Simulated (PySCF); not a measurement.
## Radial density of Kr⁺ (krypton, charge +1)

UHF, [Ar] 3d10 4s2 4p5, 2P determinant. All numbers are calculated (PySCF 2.14, no relativity, point nucleus, in 6-31G* (5s4p3d, 32 functions)).

| r (bohr) | 4πr²ρ (e/bohr) | 4πr²(ρα − ρβ) |
| --- | --- | --- |
| 0.000776 | 0.2263 | 0.0000 |
| 0.00130 | 0.6253 | 0.0000 |
| 0.00219 | 1.671 | 0.0000 |
| 0.00369 | 4.222 | 0.0000 |
| 0.00621 | 9.995 | 0.0001 |
| 0.0104 | 20.84 | 0.0003 |
| 0.0176 | 35.65 | 0.0014 |
| 0.0295 | 44.13 | 0.0064 |
| 0.0497 | 38.33 | 0.0240 |
| 0.0836 | 41.27 | 0.0521 |
| 0.141 | 52.81 | 0.0274 |
| 0.236 | 32.12 | 0.0072 |
| 0.398 | 36.47 | 0.1318 |
| 0.669 | 21.76 | -0.0013 |
| 1.13 | 6.096 | 0.4802 |
| 1.89 | 3.859 | 0.5704 |
| 3.18 | 0.5001 | 0.0723 |
| 5.36 | 0.008454 | 0.0010 |
